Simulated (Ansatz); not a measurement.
`ClB(Cl)[SiH2][GeH3]`, relaxed with RKS PBE0-D4/def2-TZVP in the Gaussian-basis code of Ansatz from a PBE-D4/def2-SVP geometry. The force threshold is 0.005 eV/Å; the program also tests the step.

Total charge 0; spin multiplicity 1.

Start:

```xyz
10

Cl   -0.342    0.343    2.930
B    -1.194   -0.174    1.478
Cl   -2.344   -1.500    1.602
Si   -0.731    0.664   -0.296
Ge    1.371   -0.302   -0.944
H    -0.534    2.152   -0.168
H    -1.757    0.382   -1.361
H     1.256   -1.848   -0.999
H     2.461    0.072    0.096
H     1.815    0.211   -2.339
```

```csv
step,energy (eV),largest force (eV/Å),largest move (Å)
1,-90182.6977,0.302,0.000
2,-90182.7149,0.201,0.052
3,-90182.7150,0.211,0.049
4,-90182.7178,0.147,0.021
5,-90182.7194,0.069,0.057
6,-90182.7195,0.061,0.017
7,-90182.7206,0.011,0.041
8,-90182.7208,0.002,0.031
9 (rejected),-90182.7207,0.095,0.117
10,-90182.7211,0.008,0.057
11 (rejected),-90182.7203,0.097,0.089
12 (rejected),-90182.7211,0.033,0.044
13,-90182.7212,0.011,0.022
14,-90182.7212,0.024,0.040
15,-90182.7212,0.015,0.011
16,-90182.7212,0.011,0.003
17,-90182.7212,0.005,0.001
18,-90182.7212,0.005,0.000
19,-90182.7212,0.002,0.007
20,-90182.7212,0.005,0.005
```

End:

```xyz
10

Cl   -0.574    0.535    2.978
B    -1.172   -0.146    1.487
Cl   -2.098   -1.622    1.557
Si   -0.699    0.683   -0.280
Ge    1.353   -0.330   -0.961
H    -0.498    2.150   -0.151
H    -1.742    0.404   -1.302
H     1.170   -1.850   -1.095
H     2.447   -0.057    0.084
H     1.811    0.234   -2.316
```

It took 26 s on 2 threads of an AMD EPYC 7R13 on a shared host and a share of an NVIDIA H100 80 GB, with 0.93 GiB of host memory at the peak.
